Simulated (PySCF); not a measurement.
**Computed properties of CH₃FZn, SMILES [CH3][Zn][F]**

CH3FZn, SMILES [Zn]([F])[CH3]. Geometry: PBE0-D3(BJ)/def2-TZVP. The values are those of a single conformer. All values are computed for the isolated molecule unless a solvent is named; none is compared with measurement here.

**Structure.** The optimised structure has C3v symmetry. All 12 harmonic modes at PBE0-D3(BJ)/def2-TZVP (PySCF) are real, so it is a minimum. With heavy atoms numbered as in [Zn:1]([F:2])[CH3:3], the shortest bond between them is Zn1–F2 at 1.755 Å and the longest Zn1–C3 at 1.913 Å.

**Vibrations.** The strongest infrared lines (harmonic, unscaled, degenerate partners summed) lie at 723 cm⁻¹ (87 km/mol, H 82 %, C 17 %), 693 cm⁻¹ (81 km/mol, F 51 %, Zn 33 %, C 12 %), 151 cm⁻¹ (26 km/mol, F 34 %, Zn 33 %, C 19 %, H 14 %). The softest mode is at 151 cm⁻¹ and the zero-point energy is 23.5 kcal/mol.

**Electronic structure.** HF/def2-TZVPD (PySCF) places the frontier levels at -11.40 and 1.05 eV, a gap of 12.45 eV, and gives a dipole moment of 2.74 D and a mean polarisability of 32.2 bohr³.

**Excitations.** TDA-B3LYP/def2-SVPD (PySCF) has S1 at 7.19 eV (172 nm, f = 0.312, bright); the most intense of the 10 singlets computed lies at 7.19 eV (f = 0.31). Strengths of degenerate partners are summed. T1 (TDA) is at 5.95 eV, 1.24 eV under S1. No vertical singlet excitation falls in the visible range (under 3.1 eV).

**NMR.** GIAO shifts at KT2/pcSseg-2 (PySCF) (non-relativistic, atoms alike by connectivity averaged): ¹³C at -16.2 ppm against TMS; ¹H at 0.0 ppm against TMS; ¹⁹F at -217.3 ppm against CFCl3.
